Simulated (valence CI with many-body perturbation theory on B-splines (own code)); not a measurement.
# Hyperfine factors and g values of W XLIII

Computed by valence CI with perturbative core correlation (CI+MBPT): four valence electrons over a frozen Dirac-Fock core [Ar] 3d10, radial functions for each j: 11 s, 11 p, 10 d, 8 f, 5 g, 2 h, with the one-electron correlation potential Σ1, the two-electron term Σ2, the three-electron term Σ3, Breit, model QED; selected CI, second order for the rest, scaled by the run's own slope (own B-spline code, finite nucleus).

The last digits are not significant, and no measured levels were compared; by estimate large intervals hold to a few tenths of a per cent, small ones and those within an open d or f shell to about a per cent. Among the levels kept, up to 380 cm⁻¹ of a level comes from second order outside the variational space, and about a tenth of that is noise between levels of different J, which matters for small intervals.

A/g_I is the dipole constant over the nuclear g factor μ/I (μ in nuclear magnetons, uniformly magnetised nucleus), B/Q the quadrupole constant per barn. Both hold the static response of the core; the bare values leave it out. Large factors of s and p1/2 electrons are usually good to 5 to 10 %; those of open d and f shells near neutrality can be off by tens of per cent, and small factors of p3/2, d and f electrons come from cancelling terms and can be off by a factor of two or in sign, in half-filled shells by more. B is blank for J = 1/2, where it vanishes, and for nearly pure S terms. Energies count from the lowest level. Levels with J = 0 are left out.

Levels are named by their leading jj configuration (3d3/2^4 stands for four electrons in 3d with j = 3/2), which in mixed levels can hold well under half, so a name can repeat and another be missing. Letters in brackets count levels of one name in rising energy.

```
                         Level  E (Ry)      g  A/g_I (MHz)  A/g_I bare  B/Q (MHz/b)  B/Q bare
        (4s^2 4p1/2 4p3/2) J=1   6.729  1.497       -53100      -52000        58300     56500
        (4s^2 4p1/2 4p3/2) J=2   7.045  1.177       169000      163000       103000     99600
        (4s 4p1/2^2 4p3/2) J=2  13.792  1.568       424000      411000       104000    101000
            (4s^2 4p3/2^2) J=2  14.012  1.314        59500       57300        13600     13200
        (4s 4p1/2^2 4p3/2) J=1  14.871  1.060      -301000     -291000        76200     73800
        (4s^2 4p1/2 4d3/2) J=2  17.984  0.765       144000      141000        21600     21300
        (4s^2 4p1/2 4d3/2) J=1  19.319  0.869      -108000     -104000         7420      7390
    (4s 4p1/2 4p3/2^2) J=2 [a]  19.662  1.453       126000      122000        10300     10100
        (4s^2 4p1/2 4d5/2) J=3  19.981  1.175       159000      154000        -3860     -3430
    (4s 4p1/2 4p3/2^2) J=2 [b]  20.834  1.359        92900       90200        44200     42900
        (4s 4p1/2 4p3/2^2) J=3  21.167  1.262       309000      299000        25000     24400
    (4s 4p1/2 4p3/2^2) J=1 [a]  21.904  1.277       509000      493000       -87900    -85100
    (4s 4p1/2 4p3/2^2) J=2 [c]  22.099  1.098        15100       14700       -17200    -16800
    (4s 4p1/2 4p3/2^2) J=1 [b]  22.211  1.360        71600       69400        52300     50700
        (4s 4p1/2^2 4d3/2) J=1  25.139  0.416      -344000     -332000         9850      9720
        (4s 4p1/2^2 4d3/2) J=2  25.379  1.160       374000      362000        18200     18000
        (4s^2 4p3/2 4d3/2) J=2  25.889  1.050        34400       33600        -5790     -5580
        (4s^2 4p3/2 4d3/2) J=1  25.984  1.129        43200       42100       -50800    -49400
        (4s^2 4p3/2 4d3/2) J=3  26.064  1.118        47400       46300       111000    108000
        (4s^2 4p3/2 4d5/2) J=4  26.656  1.246        29100       28400       141000    137000
        (4s^2 4p3/2 4d5/2) J=2  26.706  1.294       102000       98700       -84200    -81500
        (4s 4p1/2^2 4d5/2) J=3  27.091  1.361       259000      252000        17800     17500
        (4s 4p1/2^2 4d5/2) J=2  27.547  1.074      -183000     -176000        -4640     -4190
        (4s^2 4p3/2 4d5/2) J=3  28.017  1.177        32200       31500        13600     13500
        (4s^2 4p3/2 4d5/2) J=1  28.122  1.119       -42900      -40300        11500     11200
              (4s 4p3/2^3) J=2  28.875  1.379       353000      341000      -110000   -106000
         (4p1/2^2 4p3/2^2) J=2  29.300  1.232        32300       31700        31800     30900
              (4s 4p3/2^3) J=1  29.808  1.157      -280000     -271000       -35000    -33800
(4s 4p1/2 4p3/2 4d3/2) J=1 [a]  31.287  1.175       182000      177000       -56200    -54500
(4s 4p1/2 4p3/2 4d3/2) J=2 [a]  31.320  1.101       133000      129000       -30400    -29400
(4s 4p1/2 4p3/2 4d3/2) J=3 [a]  31.453  1.123       188000      182000        36700     35700
    (4s 4p1/2 4p3/2 4d3/2) J=4  31.935  1.179       258000      250000        84100     81600
        (4s^2 4p1/2 4f5/2) J=3  32.041  0.883       105000      102000        18700     17900
(4s 4p1/2 4p3/2 4d3/2) J=2 [b]  32.400  0.907        85200       83000       -45500    -44000
```

(1) Take the isotope of mass number 183, with I = 1/2, μ = 0.11739 μN. What is the hyperfine structure of (4s 4p1/2 4p3/2^2) J=2 [a]?

## Answers

(1) From the table A = 29600 MHz. Shifts from the centre of gravity in MHz: F = 3/2: -44400, F = 5/2: 29600.
